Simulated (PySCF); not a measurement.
C4HF2N.
InChI=1S/C4HF2N/c5-4(6)2-1-3-7/h4H

Level of theory: EOM-IP-CCSD/aug-cc-pVDZ in PySCF, restricted Hartree–Fock reference, frozen core, non-relativistic, gas phase, PBE0-D3(BJ)/def2-SVP geometry.

The vertical ionisation energies are 11.92, 11.97, 13.77, 14.12, 14.58, 14.60, 15.59, 16.09 eV.

**Question.** Which Hartree–Fock orbital leads each hole, and what is its Koopmans value −ε?

**Answer.** 
```json
{"leading hole (HF orbital)": "HOMO", "Koopmans (eV)": "11.96", "EOM-IP-CCSD (eV)": "11.92", "change (eV)": "-0.04", "one-hole share": "0.96"}
{"leading hole (HF orbital)": "HOMO-1", "Koopmans (eV)": "12.03", "EOM-IP-CCSD (eV)": "11.97", "change (eV)": "-0.06", "one-hole share": "0.96"}
{"leading hole (HF orbital)": "HOMO-5", "Koopmans (eV)": "16.42", "EOM-IP-CCSD (eV)": "13.77", "change (eV)": "-2.65", "one-hole share": "0.91"}
{"leading hole (HF orbital)": "HOMO-4", "Koopmans (eV)": "16.20", "EOM-IP-CCSD (eV)": "14.12", "change (eV)": "-2.08", "one-hole share": "0.95"}
{"leading hole (HF orbital)": "HOMO-3", "Koopmans (eV)": "15.20", "EOM-IP-CCSD (eV)": "14.58", "change (eV)": "-0.62", "one-hole share": "0.93"}
{"leading hole (HF orbital)": "HOMO-2", "Koopmans (eV)": "15.17", "EOM-IP-CCSD (eV)": "14.60", "change (eV)": "-0.57", "one-hole share": "0.93"}
{"leading hole (HF orbital)": "HOMO-6", "Koopmans (eV)": "18.27", "EOM-IP-CCSD (eV)": "15.59", "change (eV)": "-2.68", "one-hole share": "0.94"}
{"leading hole (HF orbital)": "HOMO-7", "Koopmans (eV)": "18.50", "EOM-IP-CCSD (eV)": "16.09", "change (eV)": "-2.41", "one-hole share": "0.94"}
```

**Question.** Does the order of the lines follow the orbital energies?

**Answer.** No: the HOMO-5 hole (13.77 eV) falls below the HOMO-4 hole (14.12 eV); the HOMO-5 hole (13.77 eV) falls below the HOMO-3 hole (14.58 eV); the HOMO-5 hole (13.77 eV) falls below the HOMO-2 hole (14.60 eV); the HOMO-4 hole (14.12 eV) falls below the HOMO-3 hole (14.58 eV), among 6 such swaps. The corrections run from -2.68 to -0.04 eV, with a mean of -1.39 eV over the 8 lines; no line lies above its Koopmans value.

**Question.** At what kinetic energies would He II light (40.81 eV) eject these electrons?

**Answer.** 28.89 eV (HOMO), 28.84 eV (HOMO-1), 27.04 eV (HOMO-5), 26.69 eV (HOMO-4), 26.23 eV (HOMO-3), 26.21 eV (HOMO-2), 25.22 eV (HOMO-6), 24.72 eV (HOMO-7).

**Question.** What total energy has the lowest final state, and which wavelength reaches it?

**Answer.** E(CCSD) + ionisation energy = -406.42900 + 0.43810 = -405.99090 Eh, at the geometry of the initial state. The threshold wavelength is 1239.84 eV nm/11.92 eV = 104.0 nm.

Lines less than 0.15 eV apart could change places at a higher level. One root was sought for each valence orbital with −ε under 21 eV, eight at most, so deeper holes and satellites are missing; no vibrational structure.
